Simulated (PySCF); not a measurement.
Compound: C₄H₄O₄.
Atom-mapped SMILES: `[CH3:1][c:2]1[o:3][c:4](=[O:5])[o:6][c:7]1[OH:8]` (hydrogens: H9, H10, H11 on C1; H12 on O8)

Computed, not measured: PySCF 2.14.0, density-fitted response routines, TDDFT B3LYP/def2-SVPD, vertical, gas phase, core orbitals frozen in the response. The structure is a single GFN2-xTB conformer in the gas phase; no vibrational or solvent corrections. Torsions of this conformer, `[CH3:1][c:2]1[o:3][c:4](=[O:5])[o:6][c:7]1[OH:8]`: H–O8–C7–O6 -1°.

Frontier orbitals with the atoms that hold most of them (Löwdin shares over 4%, at most four atoms; ? is withheld):

```tsv
orbital	ε (eV)	atoms
HOMO-3	-10.78	O3 29%, O6 28%, O8 14%, C1 8%
HOMO-2	-9.88	O5 43%, O8 16%, C4 13%, O6 11%
HOMO-1	-8.75	O5 74%, C4 11%, O6 6%, O3 5%
HOMO	-6.44	?
LUMO	-0.47	?
LUMO+1	0.32	C4 38%, O5 28%, O3 16%, O6 12%
LUMO+2	0.43	O8 15%, C1 15%, C4 11%, H12 10%
```

Question: Give the leading atoms of the LUMO.

Answer: O8 (bonded to C and H) 30%; H12 (bonded to O) 18%; C7 (bonded to C and 2 O) 16%; O6 (bonded to 2 C) 13%. By element: oxygen 42% or more, hydrogen 18% or more, carbon 16% or more.

Question: Which atoms hold the HOMO, and with what shares?

Answer: C2 (bonded to 2 C and O) 28%; C7 (bonded to C and 2 O) 21%; O8 (bonded to C and H) 13%; O3 (bonded to 2 C) 11%. By element: carbon 49% or more, oxygen 24% or more.

Question: How does S1 compare with the orbital gap of 5.98 eV?

Answer: S1 is at 5.02 eV (f = 0.0000), 0.96 eV below the gap, made of HOMO→LUMO (99%). Without the coupling terms of the response equations the lowest excitation would equal the gap.

Question: One configuration dominates each of S1, S3 and S6. Which, and how do the shares of the two leading atoms of either orbital change from the occupied to the empty one?

Answer: 
- S1 (5.02 eV, f 0.0000), HOMO→LUMO (99%): C2 28% → at most 13%, C7 21% → 16%, O8 13% → 30%, H12 at most 12% → 18%
- S3 (6.01 eV, f 0.101), HOMO→LUMO+1 (96%): C2 28% → at most 6%, C7 21% → at most 6%, C4 at most 12% → 38%, O5 at most 12% → 28%
- S6 (7.08 eV, f 0.0000), HOMO-1→LUMO+1 (97%): O5 74% → 28%, C4 11% → 38%
